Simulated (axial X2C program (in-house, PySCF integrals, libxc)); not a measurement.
# Worked dissociation energy of RhC⁺: PBE0, scalar-relativistic

Computed with an in-house all-electron X2C program for linear molecules (integrals from PySCF). Spin-free means the one-electron spin-free X2C Hamiltonian. Basis: Rh dyall-cv3z [12s12p8d5f3g], C dyall-v3z [7s6p2d1f] (cores contracted in-house); Gaussian nuclei, density fitting, unrestricted open shells. Masses: Rh 102.906 u, C 12.000 u.

Molecular state: M_S = 0, Λ = 0 (closed shell).

| Item | Value |
| --- | --- |
| E(Rh+) (2M_S = 2, M_L = 2) | -4783.059366 hartree |
| E(C) (2M_S = 2, M_L = 0) | -37.822650 hartree |
| E(RhC⁺) at Re | -4821.102168 hartree |
| ωe | 1205.8 cm⁻¹ |
| ωexe | 4.72 cm⁻¹ |

Work out De and D0.

De = -4783.059366 + (-37.822650) − (-4821.102168) = 0.22015 hartree = 5.991 eV. The zero-point energy is ωe/2 − ωexe/4 = 602 cm⁻¹ = 0.075 eV, so D0 = 5.916 eV.

The state is a single determinant with fixed occupations, the lowest that a limited PBE0 search found. The closed shell is kept restricted, so the energy runs too high when the bond is stretched far. De is counted from the lowest determinant-based energies of the atoms at the same level, without counterpoise correction. Without a current term, density functionals place determinants with orbital angular momentum somewhat too high.

Each atomic determinant is the lowest at this level and need not be a pure term. Totals compare only within one Hamiltonian and basis.
